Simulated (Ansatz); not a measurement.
Input file for F2I2Sn (`[F][Sn]([F])([I])[I]`):

```yaml
crystal:
  periodic: [false, false, false]
  atoms:
    - {symbol: F, position_ang: [0.166421, -0.456603, 1.879632]}
    - {symbol: Sn, position_ang: [0.057624, -0.059353, 0.026519]}
    - {symbol: F, position_ang: [1.469503, -1.088835, -0.715401]}
    - {symbol: I, position_ang: [-2.230067, -0.959213, -0.902995]}
    - {symbol: I, position_ang: [0.586419, 2.490404, -0.329154]}
basis:
  gaussian: {orbitals: def2-TZVPP}
correlation: {method: ccsd_t}
output: {orbitals: {seedname: orbitals}}
```

```sh
$ ansatz run in.yaml --threads 4 --pin off --events-out ev --progress --plain --max-ram 10444MiB
```

Log, shortened:

```
Functional definition: HF
1852 factors; integrals over basis functions are off by at most 8.7e-4 eV
mean field evaluation 1: about -27365.6715 eV, gradient 4.4e1 eV
mean field evaluation 2: about -27365.7989 eV, gradient 4.5e1 eV
mean field evaluation 4: about -27369.3006 eV, gradient 2.3e0 eV
mean field evaluation 8: about -27369.3420 eV, gradient 3.8e-1 eV
mean field evaluation 16: about -27369.3425 eV, gradient 1.1e-6 eV
mean field -27369.34252409 eV, -1005.8047861538 hartree, gradient 1.1e-6 eV, S^2 0.000000; 0 other end points of the search recorded, 0 dependent functions left out
14 core orbitals not correlated: weight in the atoms' cores, before any rotation towards them, 1.000 or more for the frozen orbitals, at most 0.000 for the correlated occupied ones
reference -27369.34252409 eV, -1005.8047861538 hartree; 31, 31 occupied and 167, 167 virtual orbitals, 1852 factors
second order -48.92695141 eV of doubles, -0.00000000 eV of singles
cycle   1  -45.73166492 eV  change     3.2e0 eV  update   1.5e-1
cycle   2  -46.78861076 eV  change    -1.1e0 eV  update   4.8e-2
cycle   3  -47.00376855 eV  change   -2.2e-1 eV  update   2.3e-2
cycle   4  -46.95937958 eV  change    4.4e-2 eV  update   6.4e-3
cycle   5  -46.94726381 eV  change    1.2e-2 eV  update   2.4e-3
cycle   6  -46.95002840 eV  change   -2.8e-3 eV  update   9.0e-4
cycle   7  -46.95037298 eV  change   -3.4e-4 eV  update   2.3e-4
cycle   8  -46.95008761 eV  change    2.9e-4 eV  update   8.1e-5
cycle   9  -46.95004480 eV  change    4.3e-5 eV  update   2.7e-5
perturbative correction -1.23984524 eV, -0.0455634722 hartree
Total energy: -27417.53241413 eV, -1007.5757319484 hartree
```

It took 88 s on 4 threads of an Arm Neoverse V2 on a shared host, with 3 GiB of host memory at the peak.

MP2 recovers 101.5 % of the CCSD(T) correlation energy and the triples give 2.6 %; T1 = 0.0118.
